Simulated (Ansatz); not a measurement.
Reaction (isomerisation): `CO[SiH](F)O[SiH3]` → `O[SiH](O)C[SiH2]F`

Program: Ansatz. Geometries: PBE0-D4/def2-TZVP. ΔE: electronic, gas phase. CCSD(T)/CBS adds triple-zeta CCSD(T) − MP2 to the extrapolated MP2 energy (def2 sets, frozen cores). Functionals use def2-TZVPP. B3LYP here is the variant with VWN-RPA as its local correlation; programs differ in this. One conformer a species, not always the lowest.

`CO[SiH](F)O[SiH3]`:

Z-matrix (Å, degrees):
```
C
O 1 1.412
H 1 1.090 2 108.1
H 1 1.094 2 111.1 3 119.3
H 1 1.095 2 111.4 3 -119.1
Si 2 1.621 1 125.6 3 175.7
O 6 1.608 2 107.9 1 175.4
F 6 1.592 2 109.3 1 56.3
H 6 1.472 2 112.8 1 -62.2
Si 7 1.644 6 144.6 2 -22.3
H 10 1.482 7 107.5 6 -167.0
H 10 1.484 7 109.8 6 73.6
H 10 1.484 7 110.3 6 -47.3
```

`O[SiH](O)C[SiH2]F`:

Cartesian coordinates in Å:
```
O -0.615 1.765 1.059
Si 0.671 1.102 0.289
O 0.666 1.374 -1.333
C 0.668 -0.755 0.427
Si -0.809 -1.548 -0.364
F -2.101 -0.639 -0.022
H -1.469 1.366 0.868
H 1.846 1.735 0.931
H 0.653 2.284 -1.635
H 0.709 -1.028 1.486
H 1.571 -1.149 -0.053
H -1.097 -2.897 0.185
H -0.692 -1.610 -1.838
```

| level | ΔE (kJ/mol) | difference from CCSD(T)/CBS |
| --- | --- | --- |
| r2SCAN-D4 | 7.7 | -2.5 |
| PBE0-D4 | 2.0 | -8.2 |
| ωB97M-V | 7.1 | -3.1 |
| B2PLYP | 20.4 | 10.2 |
| r2SCAN | 8.2 | -2.0 |
| B3LYP | 25.3 | 15.1 |
| SCS-MP2/def2-TZVPP | 20.4 | 10.2 |
| CCSD/def2-TZVPP | 19.0 | 8.8 |
| HF/CBS(def2) | 58.3 | 48.1 |
| CCSD/CBS(def2) | 15.3 | 5.1 |
| CCSD(T)/CBS | 10.2 | 0 |

Largest T1 diagnostic among the species: 0.011.

In def2-TZVPP, CCSD(T) changes the Hartree–Fock value by −40.5 kJ/mol (the triples alone add −5.1 kJ/mol) and MP2 by −47.8 kJ/mol. The D4 term adds −5.4 kJ/mol with B3LYP and −2.7 kJ/mol with PBE0; it sums over pairs of atoms, weighted by their polarisabilities, and B3LYP, whose exchange is more repulsive, gets the larger term. From PBE to PBE0 (25 % exact exchange), in def2-TZVPP and without D4, ΔE moves by +4.3 kJ/mol.
